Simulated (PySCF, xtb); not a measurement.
C3H8Si2, SMILES C=C1C[SiH2][SiH2]1.

xtb 6.7.1 with GFN2-xTB at its own geometry gives an orbital gap of 3.50 eV and a dipole moment of 0.81 D.

Geometry: TPSSh-D3(BJ)/def2-SVP. This is a generated structure with no PubChem entry under its InChIKey; it may be hypothetical.

### Question
What does B3LYP/def2-TZVP (PySCF) give? (The exact figures need the calculation; the answer reports its results.)

### Answer
gap 6.17 eV (levels -7.03 and -0.87 eV), dipole 0.34 D.
